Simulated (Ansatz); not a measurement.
`[F][Sn][N]([SiH3])[SiH3]` + H₂O → `[OH][Sn][F]` + `[SiH3]N[SiH3]` at 400 K and 1 bar (formal hydrolysis of the Sn–N bond).

Gas-phase electronic energies from Ansatz, PBE0-D4/def2-TZVP geometries. CCSD(T)/CBS adds triple-zeta CCSD(T) − MP2 to the extrapolated MP2 energy (def2 sets, frozen cores). This one scheme is used for every species. Elements past krypton have def2 core potentials. For Sn outer-core shells are correlated without core-valence functions, which leaves a few kJ/mol of doubt a bond. One conformer a species, not always the lowest.

| species | CCSD(T)/CBS energy (Eh) | H − E (kJ/mol) | S (J/(mol·K)) |
| --- | --- | --- | --- |
| `[F][Sn][N]([SiH3])[SiH3]` | -950.39647 | 192.8 | 441.7 |
| H₂O | -76.37941 | 69.8 | 198.6 |
| `[OH][Sn][F]` | -389.66871 | 57.9 | 310.9 |
| `[SiH3]N[SiH3]` | -637.10515 | 203.4 | 366.7 |

H − E and S are ideal-gas, rigid-rotor, harmonic terms from PBE0-D4/def2-TZVP, for one conformer and one mirror image of each species. 1 Eh = 2625.50 kJ/mol, R = 8.31446 J/(mol·K).

Question: By hand: ΔE, ΔH, ΔS and ΔG.

Answer: ΔE = (-389.66871) + (-637.10515) − (-950.39647) − (-76.37941) = 0.00202 Eh = 5.3 kJ/mol. Δ(H − E) = 57.9 + 203.4 − 192.8 − 69.8 = -1.3, so ΔH = 4.0 kJ/mol. ΔS = 310.9 + 366.7 − 441.7 − 198.6 = 37.3 J/(mol·K). ΔG = 4.0 − 400 × (37.3)/1000 = -10.9 kJ/mol.

Question: By hand: the equilibrium constant, and the temperature at which ΔG would vanish if ΔH and ΔS stayed fixed.

Answer: log₁₀ K = −ΔG/(RT ln 10) = 1.4. ΔG = 0 at ΔH/ΔS = 107 K, though so small a ΔH makes that figure unsure.

TΔS isn't small against ΔH here. A doubt of 5 kJ/mol in ΔE shifts log₁₀ K by 0.7 here. Other conformers and mirror images would add mixing entropy, several J/(mol·K) or more a flexible species. Modes under 60 cm⁻¹, often nearly free rotors, make the harmonic entropy too high. These are equilibria of isolated gas molecules and say nothing of rates. Largest T1 diagnostic: 0.018 (customary marks: 0.02 for closed shells, 0.045 for open ones).
